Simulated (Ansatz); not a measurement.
`COBCN` + HCl → `COBCl` + CH₃NH₂  (ligand exchange at a B–C bond)

Isolated molecules relaxed with PBE0-D4/def2-TZVP in Ansatz; ΔE leaves out vibrations. CBS: MP2 limit from def2 TZ/QZ plus the TZ coupled-cluster correction, frozen cores. This one scheme is used for every species. Each species was taken in one conformer, which may not be the lowest.

| species | CCSD(T)/CBS(def2) energy (Eh) |
| --- | --- |
| `COBCN` | -235.61566 |
| HCl | -460.38127 |
| `COBCl` | -600.27977 |
| CH₃NH₂ | -95.75281 |

Question: Work out ΔE.

Answer: ΔE = (-600.27977) + (-95.75281) − (-235.61566) − (-460.38127) = -0.03565 Eh = -93.6 kJ/mol.

Largest T1 diagnostic among the species: 0.012.

In def2-TZVPP, CCSD(T) changes the Hartree–Fock value by +8.4 kJ/mol (the triples alone add −0.5 kJ/mol) and MP2 by +3.5 kJ/mol.
